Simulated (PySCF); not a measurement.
**Unknown compound**

The spectra below were simulated for a compound C5H10F3NSi.

¹H NMR (600 MHz, computed): δ 4.82 (t, 2H), 2.59 (s, 6H), 1.88 (m, 2H).

¹³C{¹H} NMR (computed): δ 167.2 (C), 137.1 (C), 41.1 (CH3, 2C), 15.5 (CH2).

- GFN2-xTB geometry
- NMR shieldings at PBE0/pcSseg-1/GIAO
- program: PySCF 2.14
- a single conformation, in vacuum, fast rotation and ring inversion assumed for equivalent nuclei, non-relativistic

Shifts are taken against calculated references (same method and geometry level): ¹H (σ = 31.72 ppm) and ¹³C (σ = 186.93 ppm) vs TMS.

Question: Choose the structure that fits.
A. CN(C)[SiH2]CC(F)=C(F)F
B. CC(C)[SiH2]/N=C\C(F)(F)F
C. C=CN([SiH3])[C@H](C)C(F)(F)F

Answer: A. 

Rings plus π bonds: 1 (no ring in the answer). 4 carbon signals for 5 carbons: some carbons are equivalent by symmetry or fast rotation. Carbon types of the structure: 2 × C, 1 × CH2, 2 × CH3, leaving 2 H on heteroatoms. δC 167.2, 137.1: fully substituted alkene carbon. δC 41.1: methyl carbon bonded to N; pulled downfield by the heteroatom. δH 4.82: hydrogen on a silicon bonded to C, N. δH 2.59: hydrogen on a methyl carbon bonded to N; its carbon carries N, hence the downfield position. δH 1.88: hydrogen on an allylic sp3 CH2 bonded to Si; allylic position.

The others: CC(C)[SiH2]/N=C\C(F)(F)F would give 4 signals for carbon-bound and other non-exchanging H, not 3; C=CN([SiH3])[C@H](C)C(F)(F)F would give 5 carbon signals, not 4.

Splittings by ¹⁹F in the carbon and heteronuclear signals aren't shown, as no couplings were computed. Shifts are as computed. Against solution values, carbons near 30 ppm lie about +3 ppm off and those near 130 ppm about +5 ppm. Of 1309 compounds with measured shifts, 239 miss one by over three times the rms of a fit or turn the order of signals round; such compounds aren't used in these exercises. Multiplicities follow the n + 1 count of equivalent neighbours, as no J values were calculated; m marks all less simple cases, F and P coupling included.
